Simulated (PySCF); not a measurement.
## Highest orbital energy against ionisation energy along the third row

Calculated with PySCF 2.14, no spin-orbit coupling. Each cell gives −ε(HOMO) / ΔSCF in eV; NIST values include spin-orbit coupling, (s) semi-empirical, (t) theoretical.

```tsv
species	UHF	LDA	PBE	PBE0	r2SCAN	NIST (lowest levels)
Mg⁺ (aug-cc-pVDZ-DK, spin-free X2C)	14.744 / 14.735	12.027 / 15.299	11.961 / 15.298	12.750 / 15.210	12.088 / 15.008	15.035
Al⁺ (aug-cc-pVDZ-DK, spin-free X2C)	17.786 / 17.578	14.950 / 18.954	14.850 / 18.833	15.792 / 18.728	14.980 / 18.442	18.829
Si⁺ (aug-cc-pVDZ-DK, spin-free X2C)	16.155 / 15.808	12.067 / 16.355	12.190 / 16.411	13.321 / 16.426	12.547 / 16.500	16.346
P⁺ (aug-cc-pVDZ-DK, spin-free X2C)	19.699 / 19.160	14.916 / 19.819	14.980 / 19.788	16.321 / 19.818	15.412 / 19.935	19.769 (s)
S⁺ (aug-cc-pVDZ-DK, spin-free X2C)	23.446 / 22.721	17.902 / 23.407	17.922 / 23.319	19.486 / 23.379	18.475 / 23.523	23.338
Cl⁺ (aug-cc-pVDZ-DK, spin-free X2C)	23.499 / 22.510	18.275 / 23.930	18.285 / 23.795	19.858 / 23.781	18.634 / 23.735	23.814
Ar⁺ (aug-cc-pVDZ-DK, spin-free X2C)	27.567 / 26.384	21.562 / 27.831	21.511 / 27.606	23.301 / 27.616	21.965 / 27.688	27.630
```

Task: How far is −ε(HOMO) from ΔSCF on average for each method, and why?

Result: UHF 0.57 eV; LDA -4.84 eV; PBE -4.76 eV; PBE0 -3.45 eV; r2SCAN -4.39 eV. Hartree-Fock orbital energies lack relaxation and so exceed the ΔSCF value; semilocal functionals have convex E(N) from self-interaction, so their HOMO lies far too high; exact exchange moves hybrids part of the way back.
